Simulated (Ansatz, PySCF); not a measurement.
Dissociation curve of CH (cation, charge +1), singlet.

Methods: UHF/aug-cc-pVTZ (Ansatz, a program for electronic structure); RHF/aug-cc-pVTZ (Ansatz); UKS-PBE0 = unrestricted PBE0/aug-cc-pVTZ in Ansatz; RKS-PBE0 = restricted PBE0/aug-cc-pVTZ in Ansatz; UKS-BLYP = Ansatz with unrestricted BLYP/aug-cc-pVTZ; RKS-BLYP = restricted BLYP/aug-cc-pVTZ run with Ansatz; UKS-PBE = unrestricted PBE/aug-cc-pVTZ (Ansatz); RKS-PBE = restricted PBE/aug-cc-pVTZ in Ansatz; UKS-B3LYP/6-31G* = unrestricted B3LYP/6-31G*, spherical d (PySCF); RKS-B3LYP/6-31G* = restricted B3LYP/6-31G*, spherical d run with PySCF; UKS-M06-2X/6-31G* = unrestricted M06-2X/6-31G*, spherical d run with PySCF; RKS-M06-2X/6-31G* = restricted M06-2X/6-31G*, spherical d (PySCF 2.14.0); UKS-BP86/6-31G* = unrestricted BP86/6-31G*, spherical d (PySCF 2.14.0); RKS-BP86/6-31G* = restricted BP86/6-31G*, spherical d run with PySCF.

Scanned distances (Å): 0.85, 0.92, 0.98, 1.02, 1.08, 1.10, 1.14, 1.17, 1.20, 1.27, 1.33, 1.43, 1.53, 1.71, 1.88, 2.04, 2.27, 2.50, 2.80, 3.06, 3.45, 3.93.

Task: Where does the unrestricted solution first break spin symmetry (<S²> of 0.01 or more)?

Result: UHF: already at 0.85 Å; UKS-PBE0: already at 0.85 Å; UKS-BLYP: already at 0.85 Å; UKS-PBE: already at 0.85 Å; UKS-B3LYP/6-31G*: already at 0.85 Å; UKS-M06-2X/6-31G*: already at 0.85 Å; UKS-BP86/6-31G*: already at 0.85 Å.

```csv
R / Å,<S²> UHF,E(RHF) − E(UHF) / kJ/mol,<S²> UKS-PBE0,E(RKS-PBE0) − E(UKS-PBE0) / kJ/mol,<S²> UKS-BLYP,E(RKS-BLYP) − E(UKS-BLYP) / kJ/mol,<S²> UKS-PBE,E(RKS-PBE) − E(UKS-PBE) / kJ/mol,<S²> UKS-B3LYP/6-31G*,E(RKS-B3LYP/6-31G*) − E(UKS-B3LYP/6-31G*) / kJ/mol,<S²> UKS-M06-2X/6-31G*,E(RKS-M06-2X/6-31G*) − E(UKS-M06-2X/6-31G*) / kJ/mol,<S²> UKS-BP86/6-31G*,E(RKS-BP86/6-31G*) − E(UKS-BP86/6-31G*) / kJ/mol
0.85,0.55,31.7,0.41,13.7,0.32,7.7,0.39,11.5,0.33,8.1,0.20,2.5,0.36,9.8
0.92,0.54,30.3,0.40,12.4,0.30,6.7,0.37,10.2,0.31,7.0,0.16,1.7,0.34,8.3
0.98,0.53,29.1,0.39,11.4,0.29,6.0,0.36,9.2,0.29,6.2,0.14,1.2,0.32,7.3
1.02,0.53,28.4,0.38,10.8,0.28,5.6,0.35,8.6,0.28,5.7,0.13,1.0,0.31,6.7
1.08,0.53,27.5,0.37,10.0,0.27,5.0,0.34,7.8,0.27,5.1,0.12,0.8,0.30,5.9
1.10,0.53,27.3,0.37,9.8,0.27,4.9,0.34,7.5,0.27,5.0,0.11,0.7,0.29,5.7
1.14,0.53,26.8,0.36,9.3,0.26,4.6,0.33,7.1,0.26,4.7,0.10,0.6,0.28,5.3
1.17,0.53,26.5,0.36,9.0,0.26,4.4,0.33,6.8,0.26,4.5,0.09,0.4,0.28,5.1
1.20,0.53,26.2,0.36,8.8,0.26,4.3,0.32,6.6,0.26,4.4,0.08,0.3,0.28,4.9
1.27,0.53,25.7,0.35,8.4,0.25,4.0,0.32,6.2,0.25,4.1,0.05,0.1,0.27,4.5
1.33,0.53,25.5,0.36,8.3,0.25,4.0,0.32,6.1,0.26,4.1,0.02,0.0,0.27,4.4
1.43,0.54,25.6,0.36,8.4,0.27,4.2,0.32,6.3,0.27,4.3,0.00,0.0,0.28,4.6
1.53,0.55,26.2,0.38,9.1,0.29,4.9,0.34,7.1,0.29,4.9,0.01,0.0,0.30,5.3
1.71,0.73,32.9,0.43,11.8,0.36,7.4,0.40,9.8,0.35,7.0,0.08,0.3,0.36,7.8
1.88,0.98,68.0,0.50,15.9,0.44,11.3,0.48,14.1,0.42,10.5,0.19,1.4,0.44,11.8
2.04,1.06,113.1,0.74,26.4,0.56,16.6,0.55,19.4,0.63,19.3,0.52,10.4,0.51,16.8
2.27,1.04,174.2,1.01,59.0,0.81,33.8,0.89,37.5,0.88,44.9,0.89,42.2,0.77,29.8
2.50,1.02,227.0,1.01,91.9,1.00,57.3,1.01,65.4,1.01,74.9,1.01,78.8,0.97,52.8
2.80,1.01,283.1,1.01,124.2,1.00,84.2,1.00,93.6,1.00,106.4,1.00,117.5,1.00,81.1
3.06,1.01,320.9,1.00,144.4,1.00,100.7,1.00,111.0,1.00,126.1,1.00,142.5,1.00,98.7
3.45,1.01,362.0,1.00,164.9,1.00,117.2,1.00,128.4,1.00,145.9,1.00,168.0,1.00,116.3
3.93,1.01,394.3,1.00,179.7,1.00,128.7,1.00,140.4,1.00,160.0,1.00,186.6,1.00,128.4
```
